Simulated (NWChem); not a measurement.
System: NH3SeO; SMILES N[Se]O

Input file for NWChem:

```
start job
memory heap 200 mb stack 900 mb global 1100 mb
geometry units angstroms noautoz
  Se     0.412492    -0.008641    -0.033713
  O     -0.642974    -1.524300    -0.107764
  H     -0.800733    -1.779818     0.817239
  N     -0.742401     1.413436     0.008357
  H     -1.314000     1.461393     0.846885
  H     -1.314702     1.490786    -0.827754
end
basis spherical
  * library def2-svp
end
dft
  xc r2scan
  iterations 150
  vectors input atomic output neutral.movecs
end
task dft energy
charge 1
dft
  odft
  mult 2
  vectors input atomic output cation.movecs
end
task dft energy
```

Structure relaxed at the B3LYP/6-31G* (spherical d) level.

Ions are spin-unrestricted doublets at the neutral geometry; other ion states weren't tried.

Q: Predict the main results of this run. (r2SCAN/def2-SVP, vertical spin-unrestricted ions.) Quantities: vertical ionisation energy, ΔSCF (eV); −ε(HOMO) (eV).

A: 
* **vertical ionisation energy, ΔSCF (eV)**: 8.91
* **−ε(HOMO) (eV)**: 5.36
